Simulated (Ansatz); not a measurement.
C3H7BSi can be A, `B[SiH](C)C#C`, or B, `[SiH3]CC1=CB1`.

Calculated with Ansatz (gas phase, PBE0-D4/def2-TZVP geometries, no zero-point term in ΔE). CBS: MP2 limit from def2 TZ/QZ plus the TZ coupled-cluster correction, frozen cores. Functionals use def2-TZVPP. B3LYP here is the variant with VWN-RPA as its local correlation; programs differ in this. Each species was taken in one conformer, which may not be the lowest.

Task: Which is lower in electronic energy at CCSD(T)/CBS, and by how much? (An estimate is asked.)

Result: Ansatz gave: B, by 13.5 kcal/mol.

Task: Give E(B) − E(A) in kcal/mol with HF/def2-TZVPP, ωB97M-V, MP2/def2-TZVPP, PBE0-D4, B3LYP, B2PLYP, PBE-D4. (An estimate is asked.)

Result: Ansatz gave: HF/def2-TZVPP -13.7, ωB97M-V -18.5, MP2/def2-TZVPP -15.4, PBE0-D4 -21.6, B3LYP -15.5, B2PLYP -14.6, PBE-D4 -20.0. None reverses the order clearly.

Largest T1 diagnostic: 0.012.

From PBE to PBE0 (25 % exact exchange), in def2-TZVPP and without D4, E(B) − E(A) moves by −1.7 kcal/mol.
